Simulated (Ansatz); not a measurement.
Potential energy curve for HF (cation, charge +1), doublet.

Computed with: UKS-PBE0 = unrestricted PBE0/aug-cc-pVDZ (Ansatz, an electronic-structure program); ROHF/aug-cc-pVDZ (Ansatz); UHF/aug-cc-pVDZ (Ansatz); FCI = full CI/aug-cc-pVDZ, frozen core (Ansatz).

Energies relative to the lowest point of each curve near equilibrium, in kJ/mol:

```
R / Å  UKS-PBE0   ROHF    UHF
-----  --------  -----  -----
0.80      122.4  101.3  101.8
0.87       44.5   31.2   31.5
0.91       20.4   11.5   11.7
0.99        0.7    0.0    0.0
1.18       28.4   42.6   42.1
1.37       87.5  110.2  109.1
1.85      215.3  239.6  238.9
1.99      240.0  261.7  261.4
2.52      294.6  305.0  305.9
2.75      305.7  312.7  313.8
3.06      313.8  318.5  319.7
4.00      316.9  324.7  326.0
```

Q: Predict the corresponding FCI column.

A: 0.80: 121.6; 0.87: 43.9; 0.91: 20.0; 0.99: 0.7; 1.18: 29.0; 1.37: 89.8; 1.85: 226.8; 1.99: 253.8; 2.52: 311.2; 2.75: 321.7; 3.06: 329.5; 4.00: 337.0 (kJ/mol).

The unrestricted determinant behind UKS-PBE0 is spin-contaminated at 2.52 to 4.00 Å (<S²> up to 1.0, against 0.75 for a pure doublet).
